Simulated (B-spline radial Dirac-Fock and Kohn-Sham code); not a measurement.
# Auger decay of the L3 hole in Tc³⁺

System: the Tc³⁺ ion, configuration [Kr] 4d4.

These are calculated numbers from a radial B-spline solver; the model is independent-particle rates on relativistic LDA orbitals of the hole state (multipoles up to L = 3, Coulomb Auger matrix elements, transition energies from Dirac-Fock). Kinetic energies are configuration averages from the vacuum level; the two-hole energies are estimated from single-hole states.

```csv
transition,kinetic energy (eV),width (meV),share (%)
L3-M1M3,1623.1,63.8,3.7
L3-M2M3,1717.4,106,6.2
L3-M3M3,1736.9,150,8.7
L3-M1M5,1795.2,6.20,0.4
L3-M2M5,1892.0,65.6,3.8
L3-M2M4,1892.4,7.44,0.4
L3-M3M4,1909.1,147,8.6
L3-M3M5,1914.9,224,13.1
L3-M1N3,2027.7,7.45,0.4
L3-M4M4,2080.5,20.9,1.2
L3-M4M5,2083.6,408,23.8
L3-M5M5,2087.8,276,16.1
L3-M3N1,2109.9,11.7,0.7
L3-M2N3,2125.7,12.7,0.7
L3-M3N2,2142.4,16.4,1.0
L3-M3N3,2146.0,41.6,2.4
L3-M3N4,2191.2,6.15,0.4
L3-M3N5,2191.6,9.32,0.5
L3-M4N3,2318.6,16.8,1.0
L3-M5N2,2318.9,9.75,0.6
L3-M5N3,2322.4,28.1,1.6
L3-M4N5,2364.5,14.0,0.8
L3-M5N4,2367.8,15.8,0.9
L3-M5N5,2368.2,20.5,1.2
```

The listed channels hold 98 % of the non-radiative rate. Summed by principal shells, of 1.72 eV in all: LMM 86.6 %, LMN 12.8 %, LNN 0.6 %.
